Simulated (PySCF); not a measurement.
Isomers of C4H5NO2, mass 99.032 u with the commonest isotopes. Method used: CAM-B3LYP/def2-SVPD in PySCF (dipole) on a GFN2-xTB geometry, gas phase. One conformer each, none proved a minimum here; rigid rotors.

Question: Order these by rotational constant A, smallest first.
A. `O=C1CCC(=O)N1`
B. `[CH3:1][C:2](=[O:3])[O:4][CH2:5][C:6]#[N:7]` with C1–C2–O4–C5 180°, C2–O4–C5–C6 -177°
C. `[CH3:1][O:2][c:3]1[cH:4][n:5][cH:6][o:7]1` with C1–O2–C3–C4 180°

Answer: A (5969 MHz), C (8006 MHz), B (8217 MHz).

Question: Order these by radius of gyration √(Σ m r²/M), largest first.
A. `[CH2:1]=[N:2]/[CH:3]=[CH:4]\[C:5](=[O:6])[OH:7]` with C1–N2–C3–C4 -74°, C3–C4–C5–O6 4°, C4–C5–O7–H -179°
B. `[CH3:1][O:2][c:3]1[cH:4][n:5][cH:6][o:7]1` with C1–O2–C3–C4 180°
C. `O=C1CCC(=O)N1`
D. `[CH3:1][C:2](=[O:3])[O:4][CH2:5][C:6]#[N:7]` with C1–C2–O4–C5 180°, C2–O4–C5–C6 -177° (cyanomethyl acetate)

Answer: D (2.085 Å), A (1.861 Å), C (1.746 Å), B (1.718 Å).

Question: Order these by dipole moment, smallest first.
A. `[CH3:1][O:2][c:3]1[cH:4][n:5][cH:6][o:7]1` with C1–O2–C3–C4 180°
B. `[CH2:1]=[N:2]/[CH:3]=[CH:4]\[C:5](=[O:6])[OH:7]` with C1–N2–C3–C4 -74°, C3–C4–C5–O6 4°, C4–C5–O7–H -179°
C. `[CH3:1][C:2](=[O:3])[O:4][CH2:5][C:6]#[N:7]` with C1–C2–O4–C5 180°, C2–O4–C5–C6 -177° (cyanomethyl acetate)
D. `O=C1CCC(=O)N1`

Answer: B (1.69 D), D (2.22 D), C (2.70 D), A (3.05 D).

```csv
SMILES,point group,Ia (u·Å²),Ib (u·Å²),Ic (u·Å²),κ,μa (D),μb (D),μc (D)
O=C1CCC(=O)N1,C2v,84.66,220.18,298.62,-0.72,0.00,2.22,0.00
C=N/C=C\C(=O)O,C1,83.23,263.96,338.70,-0.82,1.08,0.60,1.15
COc1cnco1,Cs,63.12,230.91,290.84,-0.86,2.56,1.66,0.00
CC(=O)OCC#N,near Cs,61.51,372.16,427.26,-0.95,2.69,0.25,0.13
```
